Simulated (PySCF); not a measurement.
H3Si2 (SMILES [Si][SiH3]), doublet, geometry from GFN2-xTB; HF/6-31G** (PySCF).

PySCF was given this input:
```python
from pyscf import gto, scf

mol = gto.M(
    atom='''
Si    1.30428247   -0.05685822    0.07372436
Si   -0.96457077    0.04804687   -0.07166066
H    -1.64097373    1.35010463   -0.26644745
H    -1.42237526   -0.40812985    1.26297987
H    -1.69261477   -0.81861577   -1.02542429
''',
    basis='6-31g**',
    spin=1,
    verbose=4,
)

mf = scf.UHF(mol)
mf.kernel()
mf.analyze()
```

Problem. What does PySCF print? Leave out banner, timings and long lists.

Solution. 
```
PySCF version 2.14.0

[INPUT] verbose = 4
[INPUT] num. atoms = 5
[INPUT] num. electrons = 31
[INPUT] charge = 0
[INPUT] spin (= nelec alpha-beta = 2S) = 1
[INPUT] symmetry False subgroup None
[INPUT] Mole.unit = angstrom
[INPUT] Symbol           X                Y                Z      unit          X                Y                Z       unit  Magmom
[...]
nuclear repulsion = 68.2493048977567
number of shells = 25
number of NR pGTOs = 123
number of NR cGTOs = 51
basis = 6-31g**
ecp = {}

******** <class 'pyscf.scf.uhf.UHF'> ********
method = UHF
initial guess = minao
damping factor = 0
level_shift factor = 0
DIIS = <class 'pyscf.scf.diis.CDIIS'>
diis_start_cycle = 1
diis_space = 8
diis_damp = 0
SCF conv_tol = 1e-09
SCF conv_tol_grad = None
SCF max_cycles = 50
direct_scf = True
direct_scf_tol = 1e-13
number electrons alpha = 16  beta = 15
Set gradient conv threshold to 3.16228e-05
init E= -579.203847780271

cycle= 1 E= -579.454046320941  delta_E= -0.25  |g|= 0.15  |ddm|= 1.41
cycle= 2 E= -579.484571913472  delta_E= -0.0305  |g|= 0.0475  |ddm|= 0.366
cycle= 3 E= -579.488509394935  delta_E= -0.00394  |g|= 0.0155  |ddm|= 0.127
cycle= 4 E= -579.489012455911  delta_E= -0.000503  |g|= 0.004  |ddm|= 0.0579
cycle= 5 E= -579.489052532525  delta_E= -4.01e-05  |g|= 0.00145  |ddm|= 0.0209
cycle= 6 E= -579.489059518494  delta_E= -6.99e-06  |g|= 0.000688  |ddm|= 0.0104
cycle= 7 E= -579.489061976423  delta_E= -2.46e-06  |g|= 0.000521  |ddm|= 0.00464
cycle= 8 E= -579.489063709119  delta_E= -1.73e-06  |g|= 0.000502  |ddm|= 0.00259
cycle= 9 E= -579.489064602251  delta_E= -8.93e-07  |g|= 0.000509  |ddm|= 0.00112
cycle= 10 E= -579.489059901465  delta_E= 4.7e-06  |g|= 0.000448  |ddm|= 0.00612
cycle= 11 E= -579.489048194793  delta_E= 1.17e-05  |g|= 0.000143  |ddm|= 0.0271
cycle= 12 E= -579.489047552123  delta_E= 6.43e-07  |g|= 3.93e-05  |ddm|= 0.00734
cycle= 13 E= -579.489047547006  delta_E= 5.12e-09  |g|= 1.67e-05  |ddm|= 0.000856
cycle= 14 E= -579.48904754773  delta_E= -7.25e-10  |g|= 6.22e-06  |ddm|= 0.000101
Extra cycle  E= -579.489047547806  delta_E= -7.54e-11  |g|= 4.09e-06  |ddm|= 1.33e-05
converged SCF energy = -579.489047547806  <S^2> = 0.76157104  2S+1 = 2.0115378
**** SCF Summaries ****
Total Energy =                        -579.489047547805626
Nuclear Repulsion Energy =              68.249304897756659
One-electron Energy =                 -939.575422855839633
Two-electron Energy =                  291.837070410277306
[...]
spin_pop of  0 Si 4s        0.00133
spin_pop of  0 Si 2px      -0.00000
spin_pop of  0 Si 2py       0.00000
spin_pop of  0 Si 2pz      -0.00000
spin_pop of  0 Si 3px      -0.00706
spin_pop of  0 Si 3py       0.84286
spin_pop of  0 Si 3pz       0.09798
spin_pop of  0 Si 4px      -0.00028
spin_pop of  0 Si 4py       0.00179
spin_pop of  0 Si 4pz       0.00021
spin_pop of  0 Si 3dxy      0.00119
spin_pop of  0 Si 3dyz      0.00008
spin_pop of  0 Si 3dz^2     0.00022
spin_pop of  0 Si 3dxz      0.00022
spin_pop of  0 Si 3dx2-y2    0.00121
spin_pop of  1 Si 1s        0.00000
spin_pop of  1 Si 2s       -0.00000
spin_pop of  1 Si 3s       -0.00749
spin_pop of  1 Si 4s       -0.00031
spin_pop of  1 Si 2px      -0.00000
spin_pop of  1 Si 2py      -0.00000
spin_pop of  1 Si 2pz       0.00000
spin_pop of  1 Si 3px      -0.01468
spin_pop of  1 Si 3py       0.00043
spin_pop of  1 Si 3pz      -0.00167
spin_pop of  1 Si 4px      -0.00084
spin_pop of  1 Si 4py       0.00056
spin_pop of  1 Si 4pz      -0.00002
spin_pop of  1 Si 3dxy      0.00240
spin_pop of  1 Si 3dyz      0.00005
spin_pop of  1 Si 3dz^2     0.00000
spin_pop of  1 Si 3dxz      0.00029
spin_pop of  1 Si 3dx2-y2   -0.00070
spin_pop of  2 H 1s        0.02467
spin_pop of  2 H 2s        0.00046
spin_pop of  2 H 2px      -0.00002
spin_pop of  2 H 2py       0.00011
spin_pop of  2 H 2pz       0.00000
spin_pop of  3 H 1s       -0.00080
spin_pop of  3 H 2s        0.00005
spin_pop of  3 H 2px      -0.00000
spin_pop of  3 H 2py      -0.00000
spin_pop of  3 H 2pz      -0.00001
spin_pop of  4 H 1s        0.02467
spin_pop of  4 H 2s        0.00046
spin_pop of  4 H 2px      -0.00002
spin_pop of  4 H 2py       0.00006
spin_pop of  4 H 2pz       0.00006
 ** Mulliken Spin Density (per atom)  **
spin density of  0 Si =      0.97228
spin density of  1 Si =     -0.02197
spin density of  2 H =      0.02523
spin density of  3 H =     -0.00076
spin density of  4 H =      0.02523
 ** Mulliken pop alpha/beta on meta-lowdin orthogonal AOs **
 ** Mulliken pop       alpha | beta **
In total            16.00000 | 15.00000
 ** Mulliken atomic charges   ( Nelec_alpha | Nelec_beta ) **
charge of  0Si =      0.05211  (     7.46008      6.48780 )
charge of  1Si =      0.30079  (     6.83862      6.86059 )
charge of  2H =     -0.12041  (     0.57282      0.54759 )
charge of  3H =     -0.11209  (     0.55566      0.55643 )
charge of  4H =     -0.12041  (     0.57282      0.54759 )
Dipole moment(X, Y, Z, Debye):  0.19936,  0.11266, -0.33549
```
